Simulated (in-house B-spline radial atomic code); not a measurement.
## As XXVIII (As27+): [He] 2s2 2p2

Computed with an all-electron radial atomic-structure program (B-spline basis): Dirac-Kohn-Sham RPBE, spherical fractional occupations, Fermi nucleus of rms radius 4.0968 fm.

Z_r = [3n² - l(l+1)]/(2<r>); Z_e = n√(-2ε); the last column is Slater's effective charge. Values are occupation-weighted means over j. An effective charge above Z reflects the relativistic contraction of the inner shells.

```
shell  electrons   ε (eV)  <r> (bohr)    Z_r    Z_e  Slater
   1s          2   -13506     0.04531  33.11  31.51   32.70
   2s          2  -2977.7      0.1903  31.52  29.59   30.25
   2p          2  -2847.4      0.1638  30.53  28.93   30.25
```

The least bound orbital is 2p3/2 at -2833 eV, while the most diffuse is 2s1/2 (<r> = 0.1903 bohr against 0.1648 bohr): energy order and size order differ.

Spin-orbit splittings of the orbital energies (j = l + 1/2 above j = l - 1/2 when positive): 2p 43.23 eV.

For the 1s electron the small component carries 1.43 % of the norm, the zero-frequency Breit interaction raises the level by 15.28 eV, self-energy by 9.371 eV, and vacuum polarisation lowers it by 0.9214 eV.
